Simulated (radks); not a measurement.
Removal energies from the vanadium ion V12+, [Ne] 3s1, by Delta-SCF beside the eigenvalue of the level emptied. All-electron calculation, scalar-relativistic Kohn-Sham, LDA (Slater exchange, Perdew-Wang correlation), spin-polarised, spherical densities, finite nucleus; Fermi nuclear charge, rms radius of each element as measured or else 0.836 A^(1/3) + 0.57 fm. Program: a radial shooting solver on a logarithmic mesh with Libxc functionals. Open shells are filled with parallel spins first.

| removed from | final configuration | Delta-SCF (eV) | -eigenvalue (eV) |
|---|---|---|---|
| 3s | [Ne] | 337.37 | 325.32 |
| 2p | [He] 2s2 2p5 3s1 | 857.92 | 819.19 |
| 2s | [He] 2s1 2p6 3s1 | 948.63 | 914.34 |
| 1s | 1s1 2s2 2p6 3s1 | 5812.4 | 5685.2 |
